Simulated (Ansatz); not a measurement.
System: sum formula SiN3H6 (charge 0, doublet). It need not be the lowest isomer of its formula. SMILES: N[Si](N)N
Geometry from a B3LYP-D3(BJ)/def2-TZVP (Ansatz, a quantum-chemistry and plane-wave program) optimisation:
```
Si
N 1 1.7319
H 2 1.0080 1 120.75
H 2 1.0096 3 111.49 1 145.22
N 1 1.7319 2 107.61 3 152.25
H 5 1.0080 1 120.75 2 -92.05
H 5 1.0096 6 111.49 1 145.22
N 1 1.7319 2 107.61 3 -92.05
H 8 1.0080 1 120.75 2 152.25
H 8 1.0096 9 111.49 1 145.22
```
Charge 0, spin multiplicity 2.

Quantity: atomisation energy (electronic, to ground-state atoms), in kJ/mol. Correlated levels leave the core frozen unless marked. Open shells are spin-unrestricted. No spin-orbit coupling. No relativistic terms. The coupled-cluster limit lacks core correlation, which all-electron functionals hold. Basis-set limits of correlation are two-point, X^-3; Hartree-Fock from the larger set.

```
level                            program  atomisation energy (kJ/mol)
------------------------  --------------  ---------------------------
revPBE-D3(BJ)/def2-TZVPD  Ansatz + dftd3                       3397.3
r2SCAN0/def2-TZVPD                Ansatz                       3328.2
```

Q: Estimate the value at CCSD(T)/CBS(aug-cc-pV(T+d)Z,aug-cc-pV(Q+d)Z) as computed with Ansatz.

A: 3421.5 kJ/mol, so r2SCAN0/def2-TZVPD differs from it by -93.3 kJ/mol.
